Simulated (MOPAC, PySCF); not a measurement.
C3H9B, SMILES `CB(C)C`, neutral singlet in the gas phase. 

Z-matrix (Å, degrees):
```
B
C 1 1.5703
H 2 1.0924 1 114.34
H 2 1.0925 3 109.40 1 129.48
H 2 1.1002 3 106.09 4 113.90
C 1 1.5705 2 119.66 3 153.23
H 6 1.0918 1 114.55 2 153.79
H 6 1.0925 7 109.32 1 129.04
H 6 1.0999 7 106.29 8 113.71
C 1 1.5706 2 119.63 3 -24.60
H 10 1.0916 1 114.74 2 -156.08
H 10 1.0928 11 109.29 1 -128.83
H 10 1.0998 11 106.48 12 -113.60
```
Charge 0, multiplicity 1.

All levels are single points at this geometry (B3LYP-D3(BJ)/def2-TZVP); Pople sets use spherical d functions. Orbital energies aren't observables, and empty levels follow the basis.

| level | HOMO (eV) | LUMO (eV) | gap (eV) | dipole (D) | vertical IE, Delta-SCF (eV) |
|---|---|---|---|---|---|
| B3LYP-D3(BJ)/def2-TZVP in PySCF | -8.30 | -0.35 | 7.96 | 0.08 | 10.63 |
| B3LYP/6-31G* in PySCF | -8.02 | 0.02 | 8.04 | 0.11 | 10.47 |
| M06-2X/6-31G* in PySCF | -9.60 | 1.12 | 10.72 | 0.11 | – |
| HF/3-21G in PySCF | -11.81 | 4.05 | 15.86 | 0.10 | – |
| HF/6-31G* in PySCF | -11.84 | 4.11 | 15.95 | 0.07 | 10.32 |
| PM7 in MOPAC | -10.81 | -0.09 | 10.72 | 0.24 | – |
